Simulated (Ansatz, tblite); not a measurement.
Cost and result up the ladder for Ge14H20, a nanocrystal cut from cubic germanium (34 atoms). The state is a singlet with charge 0. Geometry: PBE-D4/def2-SVP.

```xyz
34

Ge   -1.6146    1.8221    2.7637
Ge   -0.6291   -2.7289   -2.3977
Ge   -0.3807   -1.7754    1.4727
Ge   -1.8662    0.8515   -1.1283
Ge    0.7947    3.5933    0.1165
Ge    2.0240   -0.0084   -1.1697
Ge    2.2881    0.9570    2.7209
Ge   -2.2861   -0.9579   -2.7235
Ge   -2.0288    0.0119    1.1679
Ge    0.6296    2.7273    2.3994
Ge   -0.7940   -3.5934   -0.1143
Ge    1.6150   -1.8232   -2.7616
Ge    1.8618   -0.8507    1.1257
Ge    0.3755    1.7789   -1.4731
H    -1.7409    1.2793    4.2186
H    -2.6776    2.9451    2.5737
H    -0.8954   -3.8847   -3.4127
H    -0.4851   -2.3199    2.9332
H    -2.9222    1.9846   -1.3318
H    -0.2480    4.7311   -0.0972
H     2.2142    4.1877   -0.1261
H     3.4551    0.5757   -1.3959
H     2.2053    0.4065    4.1759
H     3.7218    1.5255    2.5003
H    -3.7212   -1.5256   -2.5104
H    -2.1959   -0.4071   -4.1781
H    -3.4599   -0.5715    1.3961
H     0.8965    3.8825    3.4151
H    -2.2104   -4.1953    0.1276
H     0.2548   -4.7251    0.1016
H     2.6786   -2.9441   -2.5626
H     1.7446   -1.2878   -4.2188
H     2.9157   -1.9865    1.3255
H     0.4807    2.3258   -2.9326
```

Ansatz on 4 threads of AMD EPYC 7R13 on a shared host and a share (37 GiB) of an NVIDIA H100 80GB HBM3; xTB runs through tblite on one thread. Times are rough, summed over both states, and most runs start from the orbitals of an earlier one. PBE0-D4/def2-TZVP serves as the yardstick here, not as an exact answer. The other state is a doublet.

The xTB rows come from tblite. Single mean-field runs in def2-TZVP are fitted with def2-universal-jkfit.

Raw xTB energies of ions are shifted by several eV.

| level | functions | wall time | vertical IE (eV) | difference from PBE0-D4/def2-TZVP (eV) |
| --- | --- | --- | --- | --- |
| GFN2-xTB | 146 | 0.31 s | 11.66 | 3.48 |
| GFN1-xTB | 166 | 0.35 s | 13.07 | 4.89 |
| PBE-D4/def2-TZVP (with forces) | 792 | 37 s | 7.75 | -0.43 |
| PBE0-D4/def2-TZVP | 792 | 51 s | 8.18 | 0.00 |
| B97M-V/def2-TZVP | 792 | 52 s | 8.07 | -0.12 |
